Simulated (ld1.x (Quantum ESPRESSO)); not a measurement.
**Reading a pseudo-wave (magnesium)**

Columns: radius, all-electron u(r) and pseudo u(r) of the 2s shell (level -99.45 eV) of magnesium in the configuration [He] 2s2 2p6 3s0 3p0; LDA (PZ), scalar-relativistic, PAW scheme, ld1.x (Quantum ESPRESSO) 7.5.

```
r (bohr)  all-electron   pseudo
   0.072        0.5598  -0.2188
   0.145        0.2367  -0.4309
   0.217       -0.2533  -0.6216
   0.290       -0.6816  -0.7885
   0.362       -0.9765  -0.9210
   0.435       -1.1512  -1.0192
   0.507       -1.2259  -1.0790
   0.580       -1.2306  -1.1029
   0.652       -1.1881  -1.0933
   0.725       -1.1158  -1.0548
   0.798       -1.0270  -0.9935
   0.870       -0.9325  -0.9173
   0.942       -0.8371  -0.8322
   1.015       -0.7434  -0.7428
   1.088       -0.6552  -0.6556
   1.160       -0.5749  -0.5751
   1.232       -0.5019  -0.5019
   1.305       -0.4353  -0.4353
   1.378       -0.3761  -0.3761
   1.450       -0.3244  -0.3244
   1.522       -0.2791  -0.2791
   1.595       -0.2389  -0.2389
   1.668       -0.2041  -0.2041
   1.740       -0.1743  -0.1743
   1.812       -0.1486  -0.1486
   1.885       -0.1262  -0.1262
```

Problem. How many radial nodes do the two functions have?

Solution. The all-electron 2s function has n − l − 1 = 1; the pseudo-wave has 0, since the states of the same l below it are removed with the core.

Problem. At about which radius was the pseudo-wave matched?

Solution. 1.25 bohr. The columns agree to 0.0005 from 1.09 bohr on; several derivatives are matched, so the curves merge somewhat inside the radius.

Problem. Where does each function peak?

Solution. Outermost all-electron maximum near 0.58 bohr, pseudo maximum near 0.58 bohr (to the table’s step).

Problem. Is the pseudo-wave norm-conserving?

Solution. No, it belongs to a PAW set: the norm inside the radius is not constrained, and the difference is carried by the augmentation charge.
